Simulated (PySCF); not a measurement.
Coordinates in bohr (charge 0 multiplicity 3):
```
S     0.0000    0.0000   -2.8890
Pd    2.5108    0.0000    0.4362
Pd   -2.5108    0.0000    0.4362
```

Method: PySCF, UPBE0, basis S def2-SVP, Pd def2-SVP with ECP28 (scalar-relativistic core potentials, no spin–orbit coupling, density fitting).

This geometry of Pd₂S is a stationary point at this level.

Task: What is the point group?

Result: C2v.

Task: Is it a minimum?

Result: Yes: all harmonic wavenumbers are real.

Task: List the harmonic modes with their infrared intensities.

Result: 
```tsv
symmetry	ω (cm⁻¹)	IR (km/mol)
a1	143	0.2
b2	301	0.2
a1	401	3.0
```

Task: Give the atomic charges and bond orders.

Result: 
```csv
atom,Mulliken,Löwdin,polar tensor,spin (Mulliken),Mayer order to S1
S1,-0.12,0.48,-0.25,0.98,–
"Pd2,3",0.06,-0.24,0.13,0.51,1.15
```
Other Mayer orders above 0.3: Pd–Pd 0.56.

Task: Give the ideal-gas entropy at 298.15 K and 1 bar by parts.

Result: translation 177.4, rotation 111.4, vibration 21.5, spin 9.1; total 319.4 J/(mol K).

In C2v the vibrations span 2a1 + b2. Here b1 is antisymmetric to the molecular plane and b2 lies in it.

Only a few start shapes were tried, so a lower isomer may exist. Other spin states or occupations of the open shell can lie lower.
